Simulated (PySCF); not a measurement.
Run record: geometry optimisation, [SnBr6]2- (`[Br][Sn-2]([Br])([Br])([Br])([Br])[Br]`).

Computed with PBE0-D3(BJ)/def2-SVP geometry optimisation, gas phase, def2 core potentials past Kr (PySCF 2.14.0). Start geometry: GFN2-xTB. The command runs a driver script over a list of jobs; the input below is this job's line of settings and its coordinates in Å.

Command:
```bash
OMP_NUM_THREADS=1 python probes_run.py task.json out
```

Input:
```
{"job": {"xc": "PBE0", "basis": "def2-SVP", "d3": "d3bj", "grid": 1, "maxiter": 40, "shake": 0.03, "kind": "geom"}, "charge": -2, "multiplicity": 1}
Sn     0.061190    -0.076500     0.011970
Br    -0.030730    -0.022570     2.770370
Br    -0.047310     0.002110    -2.801940
Br     2.877300     0.012490     0.002380
Br    -2.784430    -0.025740    -0.044900
Br    -0.017120     2.791500     0.001210
Br     0.032970    -2.783300    -0.007650
```

Output:
```
step   0  E = -15655.91767345  max force = 0.019701
step   1  E = -15655.93381158  max force = 0.011681
step   2  E = -15655.93574701  max force = 0.005606
step   3  E = -15655.93625125  max force = 0.002436
step   4  E = -15655.93618081  max force = 0.003043
step   5  E = -15655.93649162  max force = 0.000491
step   6  E = -15655.93649919  max force = 0.000291
optimisation converged
```

Energies in Eh; «max force» is the largest Cartesian gradient component in Eh/bohr.

Problem. At which steps does the energy rise by more than 1e-5 Eh?

Solution. At step 4 (+0.07 mEh).

Summary of the converged run: final energy -15655.93650 Eh after 6 steps.

Problem. Where do the atoms end?

Solution. 0.146 Å rms from the input after alignment:
```
atom  x, y, z in Å
Sn1    0.0144   -0.0154   -0.0086
Br2   -0.0057   -0.0259    2.6452
Br3    0.0182   -0.0004   -2.6628
Br4    2.6676    0.0106   -0.0102
Br5   -2.6397   -0.0409   -0.0233
Br6   -0.0088    2.6388    0.0046
Br7    0.0460   -2.6688   -0.0134
```

The ion is multiply charged and computed in the gas phase, without counter-ions or solvent; whether it holds all its electrons wasn't checked.

Problem. How long does this job take on an AMD EPYC 7R43 with one thread, shared host? And the peak memory of the process?

Solution. About 7.5 min, with 2.0 GiB resident at the peak, the Python interpreter and its libraries included.
Labels such as C1 count atoms from 1, the log's own numbers from 0.
